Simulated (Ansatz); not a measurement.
Relaxation of ClH7HfO3Si2 (14 atoms, charge 0, multiplicity 1), to a largest force component of 0.02 eV/Å in at most 40 steps.

Method: Ansatz, RKS PBE/def2-SVP.

```xyz
14
Properties=species:S:1:pos:R:3
Hf 0.000 0.000 0.000
O 0.000 0.000 2.070
H -0.909 -0.281 2.407
O 1.952 0.000 -0.689
Si 2.858 -1.376 -1.016
H 2.027 -2.352 -1.716
H 4.000 -1.020 -1.855
H 3.337 -1.954 0.236
O -0.975 1.689 -0.689
Si -2.584 1.744 -1.169
H -3.396 0.960 -0.244
H -3.046 3.130 -1.168
H -2.710 1.192 -2.515
Cl -1.187 -2.056 -0.839
```

**Question.** Where does it end, and by what steps?

**Answer.** The run converged. The force dipped under the threshold on the way, but the program's further checks kept it going. After 20 steps the energy has fallen by 1.180 eV; H7 moved furthest, 1.51 Å.

| step | energy less start (eV) | largest force component (eV/Å) | accepted |
| --- | --- | --- | --- |
| 0 | 0.0000 | 2.497 | yes |
| 1 | -0.6743 | 1.142 | yes |
| 2 | -0.8031 | 1.245 | yes |
| 3 | -0.9085 | 0.436 | yes |
| 4 | -0.9786 | 0.524 | yes |
| 5 | -0.9879 | 1.102 | yes |
| 6 | -1.1057 | 0.326 | yes |
| 7 | -1.1461 | 0.165 | yes |
| 8 | -1.1281 | 1.742 | no |
| 9 | -1.1575 | 0.177 | yes |
| 10 | -1.1634 | 0.423 | yes |
| 11 | -1.1671 | 0.345 | yes |
| 12 | -1.1734 | 0.013 | yes |
| 13 | -1.1767 | 0.103 | yes |
| 14 | -1.1774 | 0.086 | yes |
| 15 | -1.1784 | 0.050 | yes |
| 16 | -1.1790 | 0.025 | yes |
| 17 | -1.1792 | 0.016 | yes |
| 18 | -1.1794 | 0.018 | yes |
| 19 | -1.1794 | 0.022 | yes |
| 20 | -1.1796 | 0.017 | yes |

```xyz
14
Properties=species:S:1:pos:R:3
Hf -0.536 -0.813 0.272
O -0.333 -0.327 2.120
H -0.181 -0.026 3.024
O 1.222 -0.990 -0.557
Si 2.787 -1.080 -1.157
H 2.876 -2.188 -2.170
H 3.153 0.224 -1.812
H 3.750 -1.355 -0.033
O -1.523 0.581 -0.672
Si -2.347 1.845 -1.407
H -3.718 1.978 -0.803
H -1.591 3.130 -1.201
H -2.477 1.578 -2.881
Cl -1.712 -2.882 0.091
```

Whether the end is a true minimum wasn't checked by a vibrational analysis.

Run time: 68 s on 4 threads of Arm Neoverse V1, on a shared host, peak memory 0.26 GiB.
